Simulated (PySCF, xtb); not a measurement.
GaClBr₂, SMILES [Cl][Ga]([Br])[Br].

GFN2-xTB (xtb 6.7.1) at its own geometry gives an orbital gap of 3.71 eV and a dipole moment of 4.09 D.

Geometry optimised at PBE0-D3(BJ)/def2-SVP. The structure was generated by enumeration; whether it is a known compound was not checked.

**Question.** What does PBE/def2-TZVP run with PySCF give? (The exact figures need the calculation; the answer reports its results.)

**Answer.** gap 4.46 eV (levels -7.53 and -3.07 eV), dipole 0.35 D.
